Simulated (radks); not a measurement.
All-electron atom: Tb I in [Kr] 4d10 4f9 5s1.75 5p6 6s2 6p0.25 (fractional occupations, a model configuration).

All-electron calculation, non-relativistic Kohn-Sham, BLYP, spin-polarised, spherical densities, point nucleus; open shells are filled with parallel spins first (spin-orbit coupling, left out, can overturn this in heavy ions); relativity is left out, which matters for an element this heavy. Program: a radial shooting solver on a logarithmic mesh with Libxc functionals.

Energy parts (eV):
part                      energy
total                 -305587.95
kinetic                305509.60
electron-nucleus      -725703.55
Hartree                121316.45
exchange-correlation    -6710.46

Orbitals (lengths in bohr, moments of r in powers of bohr; r(90%) holds 90 % of the orbital's charge):
orbital	occ.	eigenvalue (eV)	r(90%)	<1/r>
1s up	1	-48629.86	0.0415	64.46
1s down	1	-48629.84	0.0415	64.46
2s up	1	-7765.906	0.152	15.00
2s down	1	-7765.820	0.152	15.00
2p up	3	-7395.094	0.136	15.03
2p down	3	-7395.037	0.136	15.03
3s up	1	-1713.850	0.374	5.666
3s down	1	-1711.514	0.373	5.671
3p up	3	-1547.921	0.366	5.608
3p down	3	-1545.790	0.366	5.613
3d up	5	-1238.518	0.338	5.510
3d down	5	-1236.975	0.338	5.515
4s up	1	-333.7938	0.828	2.417
4s down	1	-329.4063	0.829	2.415
4p up	3	-268.5662	0.858	2.322
4p down	3	-264.2034	0.859	2.320
4d up	5	-152.0519	0.938	2.114
4d down	5	-147.7429	0.941	2.111
5s up	1	-43.2732	2.04	0.9270
5s down	0.75	-41.2867	2.07	0.9124
5p up	3	-25.9243	2.35	0.8135
5p down	3	-24.3614	2.40	0.7960
4f up	7	-9.7677	1.44	1.579
4f down	2	-5.9489	1.53	1.541
6s up	1	-3.8366	6.25	0.2961
6s down	1	-3.6296	6.38	0.2914
5d up	0	-2.9339	4.59	0.4773
5d down	0	-2.4256	4.91	0.4499
6p up	0.25	-1.4755	8.65	0.2187
6p down	0	-1.3439	8.98	0.2124

The highest occupied level is 6p up at -1.475 eV. The configuration is held as typed, so some empty levels lie below it. The spin density at the nucleus is 18.39 e/bohr^3 (1s 0.05, 2s -0.28, 3s -3.46, 4s 1.01, 5s 20.86, 6s 0.22). Summed over all electrons, <r^2> = 90.10 bohr^2, which gives a Langevin (diamagnetic) susceptibility term of -71.4 x 10^-6 cm^3/mol. The electron density at the nucleus is 1.956e+05 e/bohr^3. Spin moment in Bohr magnetons: 5.5. Virial ratio -V/T = 2.00026. The density falls to 0.001 e/bohr^3 at r = 5.38 bohr.
